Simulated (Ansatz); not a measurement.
Geometry optimisation, DFT PBE-D3(BJ), scalar-relativistic, plane waves, PAW (Ansatz 0.2.0).

Input:

```yaml
crystal:
  lattice:
    - [5.727565, 0.0, 0.0]
    - [2.863782, 4.960217, 0.0]
    - [0.0, 0.0, 17.676537]
  atoms:
    - { symbol: Al, position: [0.16666668, 0.16666666, 0.05657217] }
    - { symbol: Al, position: [0.66666668, 0.16666666, 0.05657217] }
    - { symbol: Al, position: [0.16666674, 0.66666663, 0.05657217] }
    - { symbol: Al, position: [0.66666673, 0.66666663, 0.05657217] }
    - { symbol: Al, position: [-0.16666663, 0.33333332, 0.18885309] }
    - { symbol: Al, position: [0.33333337, 0.33333332, 0.18885309] }
    - { symbol: Al, position: [-0.16666657, 0.83333329, 0.18885309] }
    - { symbol: Al, position: [0.33333342, 0.83333329, 0.18885309] }
    - { symbol: Al, position: [0.0, 0.0, 0.32113401] }
    - { symbol: Al, position: [0.49999999, 0.0, 0.32113401] }
    - { symbol: Al, position: [5.0e-08, 0.49999997, 0.32113401] }
    - { symbol: Al, position: [0.50000005, 0.49999997, 0.32113401] }
    - { symbol: O, position: [0.75000002, 0.24999999, 0.39354638] }
    - { symbol: H, position: [1.3333333, -0.16666666, 0.30359664] }
basis:
  ecutwfc: 420.0
kpoints:
  mp_grid: { grid: [3, 3, 1] }
hamiltonian:
  xc: pbe
  dispersion: d3bj
  pseudopotentials: { kind: paw, azcp: { folder: soft_1 } }
scf:
  occupations: { method: gaussian, width: 0.1 }
  lower_state_search: "off"
relax:
  f_tol: 0.03
  max_steps: 60
  adjacent_minimum: "off"
  constraints: [{ sites: [0, 1, 2, 3] }]
```

Command:

```bash
$ ansatz run input.yaml --threads 1 --pin off --max-ram 3072MiB --backend cpu --events-out ev --progress --plain --runs-dir out
```

Q: Where does it end, and by what steps?

A: The forces met the threshold. Limits of this set-up: coarse k mesh, thin slab, slab without dipole correction, odd electron count without spin. After 10 steps the energy has fallen by 1.540 eV; O13 moved furthest, 0.89 Å. Joined: Al10–O13.

```json
{"step": "0", "energy less start (eV)": "0.0000", "largest force component (eV/Å)": "2.461", "accepted": "yes"}
{"step": "1", "energy less start (eV)": "-0.4197", "largest force component (eV/Å)": "1.729", "accepted": "yes"}
{"step": "2", "energy less start (eV)": "-0.6855", "largest force component (eV/Å)": "0.756", "accepted": "yes"}
{"step": "3", "energy less start (eV)": "-0.9388", "largest force component (eV/Å)": "0.951", "accepted": "yes"}
{"step": "4", "energy less start (eV)": "-1.2061", "largest force component (eV/Å)": "0.533", "accepted": "yes"}
{"step": "5", "energy less start (eV)": "-1.3431", "largest force component (eV/Å)": "0.615", "accepted": "yes"}
{"step": "6", "energy less start (eV)": "-1.4905", "largest force component (eV/Å)": "0.347", "accepted": "yes"}
{"step": "7", "energy less start (eV)": "-1.5282", "largest force component (eV/Å)": "0.426", "accepted": "yes"}
{"step": "8", "energy less start (eV)": "-1.5355", "largest force component (eV/Å)": "0.199", "accepted": "yes"}
{"step": "9", "energy less start (eV)": "-1.5397", "largest force component (eV/Å)": "0.040", "accepted": "yes"}
{"step": "10", "energy less start (eV)": "-1.5403", "largest force component (eV/Å)": "0.002", "accepted": "yes"}
```

```xyz
14
Lattice="5.7276 0.0000 0.0000 2.8638 4.9602 0.0000 0.0000 0.0000 17.6765" Properties=species:S:1:pos:R:3
Al 1.432 0.827 1.000
Al 4.296 0.827 1.000
Al 2.864 3.307 1.000
Al 5.728 3.307 1.000
Al -0.015 1.644 3.337
Al 2.887 1.643 3.334
Al 1.435 4.159 3.334
Al 4.295 4.133 3.146
Al 0.033 -0.008 5.809
Al 2.850 -0.008 5.811
Al 1.440 2.485 5.542
Al 4.305 2.513 5.809
O 4.305 0.832 6.598
H 7.174 -0.819 4.831
```

Whether the end is a true minimum wasn't checked by a vibrational analysis.

Run time: 18 s on 1 thread of AMD EPYC 9R45 96-Core Processor (Zen 5), with other jobs on the host, peak memory 0.59 GiB.
